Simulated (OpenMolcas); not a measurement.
**Pt3+: moving or changing the point charges**

Pt3+ among 6 point charges of -1.7 e arranged as an octahedron (Oh), 2.06 Å from the ion.

| Item | Value |
| --- | --- |
| Program | OpenMolcas |
| Method | SS-CASPT2, IPEA 0.25 Eh, imaginary shift 0.1 Eh (closed shells correlated: 5s 5p) |
| Basis | ANO-RCC-VDZP [7s6p4d2f] |
| Scalar Hamiltonian | DKH2, point nucleus |
| Active space | 7 electrons in 5 orbitals (5d) |
| State averaging | 2S+1 = 4 even, 10 roots; 2S+1 = 2 even, 40 roots |
| Spin-orbit coupling | RASSI with atomic mean-field integrals over the reference wave functions |

Runs around this geometry, states (labels of O, the rotations of Oh). Energies in cm-1 above the lowest state or level, χT in cm3 K/mol; under a threefold ground state the first gap can be a small split of the lowest multiplet, not the spin-orbit step; 10Dq and B are least-squares fits to the states below 45000 cm-1, weighted by degeneracy, with a free offset, and given where the rms deviation is under 5 % of |10Dq| (or 100 cm-1) and under 700 cm-1.

```csv
R (Å),q (e),Ground state,First state of that spin,10Dq,B (rms of fit),First gap with spin-orbit (degeneracies),χT at 300 K,First state of another spin
2.06,-1.36,4T1,4T2 6440,,,"940 (2, 4)",3.397,2E 9790
2.06,-1.7,4T1,4T2 8190,8813,758 (389),"970 (2, 4)",3.283,2E 8310
2.3,-1.7,4T1,4T2 4740,,,"810 (2, 4)",3.604,2E 11300
```

Taking the first state of the same spin as R^-n, n = -ln(4740 / 8190) / ln(2.3 / 2.06) = 5.0 between the shortest and longest distance.

Scaling the charges by -1.36 / -1.7 = 0.80 scales the first state of the same spin by 6440 / 8190 = 0.79; with fixed orbitals a first-order splitting would follow the charge.

Roots that are degenerate in the reference are averaged as groups; the widest CASPT2 spread within a group is 340 cm-1 (the 3-fold group of multiplicity 4 near 8190 cm-1 above the lowest state of its run, R = 2.06, q = -1.7). Shifts and gaps below about the spread of the groups concerned are not significant. An orbital triplet at a regular site is open to Jahn-Teller coupling, which can distort the site and quench the lowest spin-orbit gaps and is left out. This shell can be high or low spin here, a state of another spin lies low, and with metal d orbitals alone active their balance is uncertain, so the ground spin may be wrong. Point charges give a weaker field than real ligands, and real ions of this kind are as a rule low spin; the high spin found here belongs to the model. Free-ion shares, where given, are those of the reference states; single-state CASPT2 does not remix them. This field is weak: 10Dq is about 7045 cm-1, while octahedral complexes of 5d ions of charge 3 and more, computed by the same method with explicit ligands, had a median near 35000 cm-1. Ground spin and moment need not be those of a real site (figures for R = 2.06, q = -1.36; the like holds for R = 2.06, q = -1.7, R = 2.3, q = -1.7). Point charges carry no covalency, so the field is a model and not that of real ligands. No measured value stands beside these numbers.
